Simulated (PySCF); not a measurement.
All values below come from PBE-D3(BJ)/def2-TZVP // M06-2X/def2-TZVP (PySCF). Gas-phase values, no solvent. One relaxed conformer stands for a flexible species; it need not be the lowest. Excitations are Tamm–Dancoff values on a coarser integration grid. The basis has no diffuse functions, so Rydberg states are missing or too high.

Reference species (SMILES): `C/C(B)=C\C` (neutral, multiplicity 1).

```
Property                                       Result
-------------------------------------------  --------
LUMO                                         -2.67 eV
S1 oscillator strength                          0.001
brightest of the four lowest singlets (TDA)   5.37 eV
```

Changed species: `C(B)(=C)CC`.

Problem. What does the change do to the LUMO, S1 oscillator strength and brightest of the four lowest singlets (TDA)?

Solution. the LUMO falls by 0.25 eV, to -2.92 eV; the S1 oscillator strength stays essentially unchanged; the brightest of the four lowest singlets (TDA) rises by 0.04 eV, to 5.41 eV.
